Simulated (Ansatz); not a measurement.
`[CH3][AlH][SiH3]` + `[F][Ga]([F])[SeH]` → `[CH3][AlH][SiH2][SeH]` + `[F][GaH][F]`  (redistribution)

Isolated molecules relaxed with PBE0-D4/def2-TZVP in Ansatz; ΔE leaves out vibrations. CBS: MP2 limit from def2 TZ/QZ plus the TZ coupled-cluster correction, frozen cores. Functionals use def2-TZVPP. B3LYP here is the variant with VWN-RPA as its local correlation; programs differ in this. For Ga, Se outer-core shells are correlated without core-valence functions, which leaves a few kJ/mol of doubt a bond. Scalar relativity is left out up to krypton. Each species was taken in one conformer, which may not be the lowest.

| level | ΔE (kcal/mol) |
| --- | --- |
| revPBE-D4 | 7.1 |
| B97M-V | 7.1 |
| revPBE | 7.9 |
| B3LYP | 8.7 |
| BHLYP | 8.8 |
| CAM-B3LYP | 8.3 |
| HF/def2-SVP | 10.1 |
| MP2/def2-QZVPP | 7.0 |

**Question.** What does CCSD(T)/CBS give? (An estimate is asked.)

**Answer.** Ansatz gave: +7.4 kcal/mol. The listed levels differ from it by -0.3, -0.3, 0.5, 1.3, 1.4, 0.9, 2.7, -0.4 kcal/mol.

Largest T1 diagnostic among the species: 0.015.

At CCSD(T), def2-SVP lies +3.3 kcal/mol from the extrapolated value and def2-TZVPP +1.1 kcal/mol. In def2-TZVPP, CCSD(T) changes the Hartree–Fock value by −0.8 kcal/mol (the triples alone add −0.1 kcal/mol) and MP2 by −1.5 kcal/mol. Leaving LDA and LC-ωPBE aside and taking each functional with its dispersion term where it has one, the values, not all of them listed here, spread over 1.4 kcal/mol, from revPBE-D4 to B2PLYP.
